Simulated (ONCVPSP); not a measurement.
**Logarithmic derivatives: N, ONCV**

ONCVPSP 4.0.1 input, shortened (lines: element, Z, core and valence counts, functional; n l f; lmax; l rc ep ncon nbas qcut; lloc lpopt rc5 dvloc0; l nproj debl; icmod fcfact rcfact), PBEsol, scalar-relativistic:

```
  N 7.00    1    2  -116133      upf
    1    0    2.00
    2    0    2.00
    2    1    3.00
    1
    0    0.95    0.00    4    8    6.10
    1    2.45    0.00    4    9    5.00
    4    5    0.80   -1.00
    0    2    2.10
    1    3    3.40
    0    0.00    0.00
```

The phase is arctan(r·R′/R) of the radial function R(r), unwrapped; energies in Ha, scanned from -2 to 5 Ha. A pole is an energy at which the radial function vanishes at the test radius. The pseudo phase is shifted by a multiple of π to meet the all-electron one at the reference energy, and phase errors are pseudo minus all-electron; the curves can meet again beyond the range given. Levels narrower than the energy grid can be missing from the lists of poles.

Task: For each channel, where are the poles, and over which energies does the pseudopotential scatter like the atom?

Result:

| channel | radius (bohr) | reference energy (Ha) | poles, all-electron | poles, pseudo | unbroken range about the reference energy with phases within 0.05 rad | phase error 1 Ha above the reference energy (rad) |
| --- | --- | --- | --- | --- | --- | --- |
| s | 0.96 | -0.68 | none | none | the whole range | -0.000 |
| p | 2.49 | -0.26 | -0.10, 2.36 | -0.10, 2.37 | below 0.5 | +0.133 |

Phases in the s channel:

| E (Ha) | all-electron | pseudo |
| --- | --- | --- |
| -1.98 | -0.043 | -0.043 |
| -1.80 | -0.143 | -0.143 |
| -1.62 | -0.244 | -0.244 |
| -1.44 | -0.344 | -0.344 |
| -1.26 | -0.440 | -0.440 |
| -1.08 | -0.531 | -0.531 |
| -0.90 | -0.617 | -0.617 |
| -0.72 | -0.696 | -0.696 |
| -0.54 | -0.768 | -0.768 |
| -0.36 | -0.835 | -0.835 |
| -0.18 | -0.895 | -0.895 |
| 0.00 | -0.950 | -0.950 |
| 0.18 | -1.000 | -1.000 |
| 0.36 | -1.045 | -1.045 |
| 0.54 | -1.086 | -1.086 |
| 0.72 | -1.123 | -1.123 |
| 0.90 | -1.157 | -1.157 |
| 1.08 | -1.189 | -1.189 |
| 1.26 | -1.218 | -1.218 |
| 1.44 | -1.244 | -1.244 |
| 1.62 | -1.268 | -1.268 |
| 1.80 | -1.291 | -1.291 |
| 1.98 | -1.312 | -1.312 |
| 2.16 | -1.332 | -1.332 |
| 2.34 | -1.350 | -1.350 |
| 2.52 | -1.368 | -1.368 |
| 2.70 | -1.384 | -1.384 |
| 2.88 | -1.399 | -1.399 |
| 3.06 | -1.414 | -1.414 |
| 3.24 | -1.427 | -1.427 |
| 3.42 | -1.440 | -1.440 |
| 3.60 | -1.453 | -1.453 |
| 3.78 | -1.465 | -1.465 |
| 3.96 | -1.476 | -1.476 |
| 4.14 | -1.487 | -1.487 |
| 4.32 | -1.498 | -1.498 |
| 4.50 | -1.508 | -1.508 |
| 4.68 | -1.518 | -1.518 |
| 4.86 | -1.527 | -1.528 |
